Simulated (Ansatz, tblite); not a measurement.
Spin states of Nb4, each relaxed with B3LYP-D4/def2-SVP in Ansatz. Electronic energies in the gas phase.

In the def2 sets Nb takes a core potential; there is no spin–orbit coupling. The xTB rows come from tblite. B3LYP takes the VWN-RPA correlation. Correlated methods freeze no core orbitals; core or outer-core shells of Nb are correlated, in sets that lack core-valence functions. The structure comes from a short search, and lower isomers may exist.

Singlet geometry (Td within 0.1 Å):

```
atom    x (Å)    y (Å)    z (Å)
 Nb1   1.2529   0.0058  -0.8834
 Nb2   0.4038  -0.2486   1.4578
 Nb3  -0.7090   1.3547  -0.1100
 Nb4  -0.9476  -1.1119  -0.4645
```

Triplet geometry (C2v within 0.1 Å):

```
atom    x (Å)    y (Å)    z (Å)
 Nb1   0.4805  -0.4530   1.3270
 Nb2   0.6916   1.4495  -0.2172
 Nb3   0.4362  -0.8049  -1.1656
 Nb4  -1.6083  -0.1916   0.0558
```

Quintet geometry (D2d within 0.1 Å):

Cartesian coordinates in Å:
```
Nb -1.300 -0.208 -0.853
Nb 1.122 -0.433 -1.007
Nb 0.546 1.374 0.523
Nb -0.368 -0.733 1.337
```

⟨S²⟩: triplet 2.13 at PBE0-D4/def2-TZVP (pure 2.00), quintet 6.05 at PBE0-D4/def2-TZVP (pure 6.00).

Run but left out: HF/STO-3G, r2SCAN0-D4/def2-TZVP (triplet: ⟨S²⟩ 2.97 to 7.13, where a pure state has 2.00); B2PLYP/def2-TZVP (singlet: restricted singlet, unstable towards broken spin symmetry); HF/STO-3G (quintet: ⟨S²⟩ 10.47, where a pure state has 6.00).

Only these spin states were relaxed. Higher spins weren't run and may lie lower.

```tsv
level	triplet − singlet (kcal/mol)	quintet − singlet (kcal/mol)	lowest of these	remarks
GFN1-xTB	20.5	38.5	singlet	–
BLYP-D4/def2-TZVP	13.8	27.9	singlet	–
r2SCAN-D4/def2-TZVP	6.4	14.0	singlet	–
PBE0-D4/def2-TZVP	6.7	15.4	singlet	spin-contaminated (⟨S²⟩ 2.13) (triplet)
```

Problem. Estimate the rows for PBE-D4/def2-TZVP, B3LYP-D4/def2-TZVP, CAM-B3LYP-D4/def2-TZVP, RPA@PBE/def2-TZVP.

Solution. 
```json
{"level": "PBE-D4/def2-TZVP", "triplet − singlet (kcal/mol)": "12.4", "quintet − singlet (kcal/mol)": "24.9", "lowest of these": "singlet", "remarks": "–"}
{"level": "B3LYP-D4/def2-TZVP", "triplet − singlet (kcal/mol)": "9.8", "quintet − singlet (kcal/mol)": "21.0", "lowest of these": "singlet", "remarks": "–"}
{"level": "CAM-B3LYP-D4/def2-TZVP", "triplet − singlet (kcal/mol)": "3.9", "quintet − singlet (kcal/mol)": "11.1", "lowest of these": "singlet", "remarks": "spin-contaminated (⟨S²⟩ 2.27) (triplet)"}
{"level": "RPA@PBE/def2-TZVP", "triplet − singlet (kcal/mol)": "12.2", "quintet − singlet (kcal/mol)": "22.6", "lowest of these": "singlet", "remarks": "–"}
```

The xTB methods have no term that favours high spin, so they put low spin too low.
